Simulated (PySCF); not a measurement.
# Spinor energies of Gd⁴¹⁺ (gadolinium, charge +41)

Start: [Ar] 3d5; 3d3/2 filled at m_j = -3/2, -1/2, +1/2, +3/2; 3d5/2 filled at m_j = +5/2. Calculated with PySCF 2.14 in an even-tempered Gaussian basis (16 s from 8.9 bohr⁻², ratio 2.8; 12 p from 12 bohr⁻², ratio 2.8; 8 d from 12 bohr⁻², ratio 2.8; 3 f from 40 bohr⁻², ratio 3): generalised Hartree-Fock with the X2C-1e Hamiltonian and a Gaussian nucleus; one run each with spin-orbit coupling (SO) switched off, then screened by Boettger's factors.

| spinor shell | electrons | ε, spin-free (eV) | ε, screened SO (eV) | weight of nominal j (screened SO) | rms radius, screened SO (bohr) |
| --- | --- | --- | --- | --- | --- |
| 1s1/2 | 2 | -52688.0 | -52676.0 | 1.000 | 0.0249 |
| 2s1/2 | 2 | -10586.2 | -10581.3 | 1.000 | 0.100 |
| 2p1/2 | 2 | -9660.2 | -10162.5 | 1.000 | 0.0859 |
| 2p3/2 | 4 | -9660.2 | -9440.6 | 1.000 | 0.0919 |
| 3s1/2 | 2 | -3805.1 | -3803.6 | 1.000 | 0.250 |
| 3p1/2 | 2 | -3508.2 | -3637.3 | 0.997 | 0.240 |
| 3d3/2 | 4 | -3195.7 | -3203.5 | 0.965 | 0.219 |
| 3d5/2 | 1 | -3195.7 | -3167.6 | 1.000 | 0.222 |

Question: Where does 3p3/2 lie, and what is the 3p spin-orbit splitting (screened SO)?

Answer: At -3450.8 eV, 186.53 eV above 3p1/2.

```csv
quantity,spin-free,screened SO
E (hartree),-9976.44403,-9984.95141
M_J,5/2,5/2
⟨J²⟩,8.750,8.754
⟨L²⟩,0.000,4.452
⟨S²⟩,8.750,3.659
```

Each row is a mean over spinors that exchange with the open shell spreads, by up to 33.078 eV (3p3/2).

Breit and QED terms are absent; they matter most for the inner s and p1/2 levels.

Densities and radii are taken from the X2C orbitals without a picture-change correction, which distorts them close to the nucleus.

Without spin-orbit coupling the j labels of p, d and f shells carry no meaning; the spin-free column gives the mean over the occupied spinors of each nl shell.
